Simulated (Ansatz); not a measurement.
```yaml
crystal:
  periodic: [false, false, false]
  atoms:
    - {symbol: O, position_ang: [1.138160, 1.703682, -0.353398]}
    - {symbol: B, position_ang: [1.594428, 0.390133, -0.231875]}
    - {symbol: S, position_ang: [0.519304, -1.101488, -0.873029]}
    - {symbol: S, position_ang: [-1.300553, -0.057642, -1.530958]}
    - {symbol: Ga, position_ang: [-1.525732, -0.811745, 0.746485]}
    - {symbol: H, position_ang: [0.203081, 1.727329, -0.780042]}
    - {symbol: H, position_ang: [2.707438, 0.103208, 0.262568]}
    - {symbol: H, position_ang: [-2.223157, -2.276453, 0.913097]}
    - {symbol: H, position_ang: [-1.112969, 0.322975, 1.847140]}
basis:
  gaussian: {orbitals: cc-pVTZ-DK}
hamiltonian: {xc: {name: HF}}
correlation: {method: mp2, frozen_orbitals: {O: 9}}
```

```sh
$ ansatz run in.yaml --threads 4 --pin off --events-out ev --progress --plain --max-ram 10444MiB
```

Shortened log:

```
Functional definition: HF
Error: "frozen_orbitals" has no count for B
```

Question: Something in this input is off. What?

Answer: Frozen orbitals are typed for one element alone, and the program wants a count for each. The input was rejected before any iteration.
